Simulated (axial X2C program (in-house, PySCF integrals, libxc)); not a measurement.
**TeP⁻: bond constants with and without spin–orbit coupling**

Calculated with an in-house relativistic program for diatomic molecules. Spin-free means the one-electron spin-free X2C Hamiltonian; two-component (2c) means X2C with spin–orbit coupling and atomic mean-field two-electron Coulomb and Gaunt terms, so the difference of the two also holds small scalar two-electron terms. Basis: Te dyall-acv3z [12s13p9d5f1g], P dyall-av3z [9s8p3d2f] (cores contracted in-house); Gaussian nuclei, density fitting, unrestricted open shells. Masses: Te 129.906 u, P 30.974 u.

The run was started with this input:
```json
{
 "zs": [
  52,
  15
 ],
 "q": -1,
 "bas": [
  "dyall-acv3z",
  "dyall-av3z"
 ],
 "levels": [
  "PBE0",
  "HF",
  "PW91"
 ],
 "cc": true,
 "r0": 2.3,
 "thr": -1.0,
 "nmax": 90,
 "npts": 10,
 "nst": 2,
 "ntry": 6
}
```
```bash
python so2c.py task.json out
```

Keys: zs atomic numbers; q charge; bas basis sets; levels methods; cc coupled cluster on or off; r0 starting distance in Å; thr threshold in hartree for freezing inner shells (an s shell follows its p shell); nmax most natural virtual spinors; npts points on the curve; nst determinants followed; ntry starts of the search. HF also brings MP2.

State, spin-free: M_S = 1, Λ = 0 (beyond evenly filled blocks: π+α, π-α); electrons by block: σα: 15, σβ: 15, π+α: 8, π+β: 7, π-α: 8, π-β: 7, δ+α: 2, δ+β: 2, δ-α: 2, δ-β: 2. Fragments: Te- + P.

State, 2c: Ω = 1 (⟨Sz⟩ = 1.00, ⟨Lz⟩ = 0.00 at PBE0); electrons by block: 1/2: 22, -1/2: 23, 3/2: 10, -3/2: 9, 5/2: 2, -5/2: 2. Fragments: Te- + P.

| Hamiltonian | level | Re (Å) | ωe (cm⁻¹) | ωexe (cm⁻¹) | Be (cm⁻¹) | De (eV) | D0 (eV) | μ (D) |
| --- | --- | --- | --- | --- | --- | --- | --- | --- |
| spin-free | PBE0 | 2.350 | 400.8 | 1.19 | 0.1221 | 3.09 | 3.06 | -2.89 |
| spin-free | HF | 2.382 | 375.0 | n/a | 0.1187 | 1.26 | 1.24 | -1.64 |
| spin-free | CCSD | 2.369 | 391.4 | 1.33 | 0.1201 | 2.58 | 2.55 | n/a |
| spin-free | CCSD(T) | 2.374 | 389.3 | 1.22 | 0.1196 | 2.74 | 2.72 | n/a |
| spin-free | PW91 | 2.376 | 378.7 | 1.18 | 0.1194 | 3.36 | 3.34 | -3.14 |
| 2c | PBE0 | 2.353 | 397.0 | 1.22 | 0.1217 | 2.94 | 2.91 | -2.92 |
| 2c | PW91 | 2.380 | 375.1 | 1.2 | 0.119 | 3.20 | 3.18 | -3.16 |

Correlated methods: 12 electrons correlated (number of frozen shells: Te 4 s, 3 p, 2 d; P 2 s, 1 p), 280 virtual spin orbitals or spinors in MP2, 89 natural virtuals in coupled cluster.

Dipoles are positive if P is the positive end and refer to the centre of mass.

One determinant describes the state; a PBE0 search over occupations chose it and may have missed a lower one. De is counted from the lowest determinant-based energies of the atoms at the same level, without counterpoise correction. Density functionals use the spin component along the axis (collinear). Coupled cluster ran in a truncated set of natural virtual spinors; the MP2 energy of the rest was added. (T) has no such correction and the atoms are truncated less, which lowers De at CCSD(T) by a hundredth of an eV or more. Other states lie close and PBE0, whose exact exchange favours high spin, may order them wrongly; the determinant shown need not be the ground state. The nearest other spin-free determinant of the search, M_S = 0, Λ = 2, lies 0.61 eV up at the distance of the search. The functionals have no current-density term, which raises determinants with orbital currents, atoms included. With several unpaired electrons one determinant need not be a pure state. Open-shell Ω = 0 determinants with evenly filled partner blocks cannot be reached by this program, so the Ω shown need not be the lowest component. This is the Ω = 1 component of a π² triplet; the 0⁺ component is not one determinant and can lie lowest. The highest occupied level of some functionals is positive through self-interaction error; at Hartree–Fock it is bound. The determinant is spin-polarised beyond a pure state at some levels (its spin-free form has ⟨S²⟩ too high), which makes Re and μ there less reliable. With the outer-core shells frozen, correlated bond lengths of heavy atoms tend to come out a few hundredths of an ångström too long. Hartree–Fock gets electron affinities wrong, so its lowest charge split need not be the true one.

No reliable constants came from CCSD (2c), CCSD(T) (2c), HF (2c), MP2 (2c), MP2 (spin-free): no minimum in range, unconverged points, a curve that is not smooth, a change of character along it, or the two Hamiltonians disagreeing along it.

Rough cost a point (2c) on 1 thread(s) of a shared host, integrals apart: PBE0 1.6 s, PW91 0.7 s.

The whole task took 3.6 min on 1 thread of AMD EPYC 7B13 (Zen 3) (shared host).
